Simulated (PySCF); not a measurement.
Correlation energy of As⁺ (arsenic, charge +1)

[Ar] 3d10 4s1 4p3, high-spin 5S determinant (an excited configuration). Computed with PySCF 2.14 in def2-QZVPPD (12s7p5d4f1g, 95 functions), with the non-relativistic Hamiltonian (point nucleus). Frozen: [Ar] 3d10; 4 electrons correlated.

```tsv
level	correlation energy (mhartree)
CCSD	-26.03
(T)	-0.34
CCSD(T)	-26.37
```

Diagnostics: T1 = 0.0014, D1 = 0.0037, largest double amplitude 0.027.

Cost of the coupled-cluster step: of the order of 14 core-seconds, for 4 correlated electrons.

Iterations:

```
CC2 = 0
CCSD nocc = (np.int64(4), np.int64(0)), nmo = (81, 81)
frozen orbitals [[0, 1, 2, 3, 4, 5, 6, 7, 8, 9, 10, 11, 12, 13], [0, 1, 2, 3, 4, 5, 6, 7, 8, 9, 10, 11, 12, 13]]
max_cycle = 100
direct = 0
conv_tol = 1e-08
conv_tol_normt = 1e-06
diis_space = 8
diis_start_cycle = 0
Init t2, MP2 energy = -0.0200418704861606
Init E_corr(UCCSD) = -0.0200418704934492
cycle = 1  E_corr(UCCSD) = -0.0244804870815229  dE = -0.00443861659  norm(t1,t2) = 0.023975
cycle = 2  E_corr(UCCSD) = -0.0255971433157534  dE = -0.00111665623  norm(t1,t2) = 0.0068307
cycle = 3  E_corr(UCCSD) = -0.0260303441231486  dE = -0.000433200807  norm(t1,t2) = 0.00206548
cycle = 4  E_corr(UCCSD) = -0.0260260533727312  dE = 4.29075042e-06  norm(t1,t2) = 0.000109283
cycle = 5  E_corr(UCCSD) = -0.0260261366791933  dE = -8.33064622e-08  norm(t1,t2) = 1.0131e-05
cycle = 6  E_corr(UCCSD) = -0.0260260783013208  dE = 5.83778725e-08  norm(t1,t2) = 8.16892e-07
cycle = 7  E_corr(UCCSD) = -0.0260260906650346  dE = -1.23637138e-08  norm(t1,t2) = 1.30247e-07
cycle = 8  E_corr(UCCSD) = -0.0260260890386771  dE = 1.62635749e-09  norm(t1,t2) = 1.6561e-08
UCCSD converged
E(UCCSD) = -2233.756484669773  E_corr = -0.0260260890386771
UCCSD(T) correction = -0.000340825475784706
```
